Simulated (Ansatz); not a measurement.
One change: `[SiH3][CH2][GeH2][Cl]` becomes `[CH3][GeH2][Cl]`.

Ansatz, PBE0-D4/def2-TZVP geometries, multiplicity 1. Each molecule was computed in one conformer, which needn't be the lowest.

Scalar relativity is left out up to krypton.

| property | `[SiH3][CH2][GeH2][Cl]` |
| --- | --- |
| HOMO–LUMO gap (PBE0/def2-TZVPP) / eV | 8.52 |
| HOMO–LUMO gap (B3LYP/def2-TZVPP) / eV | 8.02 |
| LUMO energy (PBE/def2-TZVPP) / eV | -0.91 |
| size of the dipole moment (PBE/def2-TZVPP) / D | 2.38 |
| size of the dipole moment (ωB97M-V/def2-TZVPP) / D | 2.47 |
| HOMO–LUMO gap (ωB97M-V/def2-TZVPP) / eV | 12.49 |

(1) Give the same properties after the change, and the shifts. (An estimate is asked.)

Answers

(1) Computed: 
| property | `[CH3][GeH2][Cl]` | shift |
| --- | --- | --- |
| HOMO–LUMO gap (PBE0/def2-TZVPP) / eV | 8.65 | 0.13 |
| HOMO–LUMO gap (B3LYP/def2-TZVPP) / eV | 8.11 | 0.09 |
| LUMO energy (PBE/def2-TZVPP) / eV | -0.79 | 0.12 |
| size of the dipole moment (PBE/def2-TZVPP) / D | 2.36 | -0.02 |
| size of the dipole moment (ωB97M-V/def2-TZVPP) / D | 2.44 | -0.03 |
| HOMO–LUMO gap (ωB97M-V/def2-TZVPP) / eV | 12.78 | 0.29 |

Dipoles are sizes alone; their direction can turn.

B3LYP here is the variant with VWN-RPA as its local correlation; programs differ in this.
